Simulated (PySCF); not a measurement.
**Yb⁵⁶⁺: ionisation energy**

Yb⁵⁶⁺ [Ne] 3s2 3p2 (3P) → Yb⁵⁷⁺ [Ne] 3s2 3p1 (2P), as a difference of total energies. All numbers are calculated (PySCF 2.14, the spin-free X2C one-electron Hamiltonian (Gaussian nucleus), in an even-tempered Gaussian basis (17 s from 14 bohr⁻², ratio 2.5; 12 p from 18 bohr⁻², ratio 2.5; 4 d from 72 bohr⁻², ratio 2.7; 4 f from 110 bohr⁻², ratio 2.7)). Correlated levels: outer shells: 1s2 frozen; virtual orbitals above 40 to 60 times the deepest correlated orbital energy dropped. The calculations carry no spin-orbit coupling.

```json
{"method": "UHF", "ionisation energy (eV)": "5556.6"}
{"method": "LDA", "ionisation energy (eV)": "5557.5"}
{"method": "PBE", "ionisation energy (eV)": "5558.7"}
{"method": "PBE0", "ionisation energy (eV)": "5558.5"}
{"method": "r2SCAN", "ionisation energy (eV)": "5559.2"}
{"method": "PBEsol", "ionisation energy (eV)": "5557.8"}
{"method": "BHandHLYP", "ionisation energy (eV)": "5558.8"}
{"method": "MP2 (outer shells)", "ionisation energy (eV)": "5557.2"}
{"method": "SCS-MP2 (outer shells)", "ionisation energy (eV)": "5557.0"}
```

Spin-orbit coupling is strong in these open shells (close to jj coupling). The scalar numbers leave it out and a first-order estimate fails, so it can dominate the gap to the real levels.

Breit and QED terms and the two-electron picture change are absent.

For comparison: 5731 ± 5 eV (theoretical estimate listed by NIST; NIST Atomic Spectra Database, ionization energies).
